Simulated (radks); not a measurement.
Mn II, configuration [Ar] 3d5 4s1 (the NIST ground configuration). Method: non-relativistic Kohn-Sham, B86b exchange with PBE correlation, spin-polarised, spherical densities, point nucleus; open shells are filled with parallel spins first; computed with a radial shooting solver on a logarithmic mesh with Libxc functionals.

Local quantities along the radius. ELF = 1/(1 + alpha^2) is the electron localisation function; alpha = (tau - tau_W)/tau_unif compares the Pauli kinetic energy density with that of the uniform gas (summed over spins); 4 pi r^2 rho is in e/bohr.

| r (bohr) | ELF | alpha | 4 pi r^2 rho |
|---|---|---|---|
| 0.003443 | 1.000 | 0.01551 | 1.326 |
| 0.004483 | 1.000 | 0.01663 | 2.134 |
| 0.005884 | 1.000 | 0.01828 | 3.427 |
| 0.007662 | 1.000 | 0.02062 | 5.317 |
| 0.009977 | 0.999 | 0.02413 | 8.031 |
| 0.0131 | 0.999 | 0.02985 | 11.84 |
| 0.01705 | 0.998 | 0.03911 | 16.50 |
| 0.02238 | 0.997 | 0.05631 | 21.84 |
| 0.02914 | 0.992 | 0.08921 | 26.58 |
| 0.03795 | 0.975 | 0.1605 | 29.50 |
| 0.04981 | 0.897 | 0.3389 | 29.36 |
| 0.06486 | 0.636 | 0.7569 | 26.48 |
| 0.08514 | 0.321 | 1.454 | 23.40 |
| 0.1109 | 0.304 | 1.514 | 23.97 |
| 0.1444 | 0.558 | 0.8894 | 28.76 |
| 0.1895 | 0.790 | 0.5157 | 32.96 |
| 0.2467 | 0.821 | 0.4662 | 29.76 |
| 0.3238 | 0.560 | 0.8873 | 19.69 |
| 0.4217 | 0.175 | 2.174 | 12.31 |
| 0.5491 | 0.364 | 1.321 | 12.58 |
| 0.7207 | 0.756 | 0.5681 | 14.97 |
| 0.9385 | 0.791 | 0.5141 | 12.63 |
| 1.232 | 0.630 | 0.7661 | 7.131 |
| 1.604 | 0.353 | 1.354 | 3.160 |
| 2.089 | 0.261 | 1.683 | 1.408 |
| 2.741 | 0.380 | 1.277 | 0.6825 |
| 3.57 | 0.516 | 0.9694 | 0.2829 |
| 4.686 | 0.507 | 0.9853 | 0.07156 |
| 6.101 | 0.299 | 1.532 | 0.009709 |
| 7.945 | 0.055 | 4.129 | 0.0005455 |

On this mesh the ELF has minima near r = 0.097, 0.42, 2.1 bohr, which separate the shells, and maxima near 0.22 (0.83), 0.82 (0.80), 4.1 (0.54).

Self-consistent cycle (total energy in hartree, residual of the potential): 1: -1150.081219, 2e+00; 2: -1150.597680, 1e+00; 3: -1150.764892, 3e-01; 4: -1150.765604, 2e-01; 5: -1150.769418, 9e-02; 6: -1150.771613, 3e-03; 7: -1150.771613, 3e-03; 8: -1150.771615, 3e-04; 9: -1150.771615, 2e-05; 10: -1150.771615, 1e-05; 11: -1150.771615, 4e-06; 12: -1150.771615, 1e-06; 13: -1150.771615, 2e-09.
